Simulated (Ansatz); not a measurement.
`C=C[SiH2][SiH3]` + `OC(O)[SiH3]` → `OC([SiH3])O[SiH3]` + `C=C[SiH3]`  (cleavage of the Si–Si bond)

Gas-phase electronic energies from Ansatz, PBE0-D4/def2-TZVP geometries. CCSD(T)/CBS is the MP2 limit (def2-TZVPP, def2-QZVPP) plus CCSD(T) − MP2 in def2-TZVPP, frozen cores. One conformer a species, not always the lowest.

```
            species  SCS-MP2/def2-TZVPP energy (Eh)
  `C=C[SiH2][SiH3]`                      -658.88084
      `OC(O)[SiH3]`                      -480.87435
`OC([SiH3])O[SiH3]`                      -771.14655
        `C=C[SiH3]`                      -368.64458
```

(1) Work out ΔE.

Largest T1 diagnostic among the species: 0.013.

Results:

(1) ΔE = (-771.14655) + (-368.64458) − (-658.88084) − (-480.87435) = -0.03594 Eh = -94.4 kJ/mol. CCSD(T)/CBS gives -82.1 kJ/mol.

In def2-TZVPP, CCSD(T) changes the Hartree–Fock value by +20.0 kJ/mol (the triples alone add +2.3 kJ/mol) and MP2 by +12.9 kJ/mol. From PBE to PBE0 (25 % exact exchange), in def2-TZVPP and without D4, ΔE moves by −6.2 kJ/mol.
